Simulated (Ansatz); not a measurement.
In9P8⁺, relaxed as a singlet with RKS PBE-D4/def2-SVP in Ansatz, starting from the GFN1-xTB geometry. Force threshold 0.03 eV/Å.

In the def2 sets In takes a core potential; there is no spin–orbit coupling. The restricted singlet is unstable towards broken spin symmetry in Hartree–Fock (as tested in another run); at PBE-D4/def2-SVP this wasn't settled. Another isomer (singlet) lies 2.11 eV lower at PBE0-D4/def2-TZVP; other spin states weren't run for this one.

Start:

```xyz
17

In   -0.849    2.082   -2.326
In    3.406    1.357    0.344
In   -1.006   -3.120   -1.149
In    1.882   -0.325    2.352
In   -1.046   -1.445    1.765
In   -0.789    4.527   -0.512
In   -3.665   -0.468    0.408
In    0.384   -0.982   -2.965
In   -0.676    1.770    0.927
P    -0.624    0.705    3.239
P     1.176   -2.805    1.241
P     1.370    2.943   -0.464
P     1.036   -0.110   -0.361
P    -1.156   -0.192   -0.820
P    -2.871   -3.035    0.906
P     1.662   -2.204   -0.668
P     1.766    1.299   -1.918
```

(1) Estimate the energy that the relaxation releases and the steps that it takes.

(2) Does the start keep its bonding and symmetry?

(3) Predict the relaxed structure.

Results:

(1) 48.1 kcal/mol, in 33 steps; 1.8 min on 2 threads of AMD EPYC 7R13 on a shared host and a share (18 GiB) of an NVIDIA H100 80GB HBM3. The force fell under the threshold at step 19, but the optimiser went on and released 0.060 eV more. No frequencies were taken in this run, so the end may be a saddle point.

(2) Bonds lost: In2–P13, In7–P14, In8–P13, In8–P16, In8–P17 (atoms count from 1). Metal–metal contacts that move far: In6–In9 3.11 to 5.09 Å.

(3) 
```xyz
17

In   -1.2929    2.5468   -1.7686
In    3.5607    1.8725    0.7010
In   -1.0083   -3.2718   -1.1500
In    1.8818   -0.5065    2.4808
In   -1.2344   -1.5407    1.9526
In    0.9088    4.6641   -2.4525
In   -3.9703   -1.5877   -0.2431
In   -0.3383   -0.9545   -3.2784
In   -0.5780    1.7761    1.4678
P    -0.6095    0.3308    3.5231
P     1.0920   -2.8334    1.0312
P     1.0940    3.2590    0.1129
P     0.9619    0.0076   -0.4213
P    -1.2609    0.0158   -0.5922
P    -2.4335   -3.5287    1.1067
P     1.6274   -2.1032   -0.8998
P     1.5994    1.8537   -1.5702
```
Bond lengths (bridged metal pairs left out): 16 × In–P 2.47 to 2.98 Å; 5 × P–P 2.13 to 2.27 Å; 2 × In–In 3.13 to 3.22 Å.
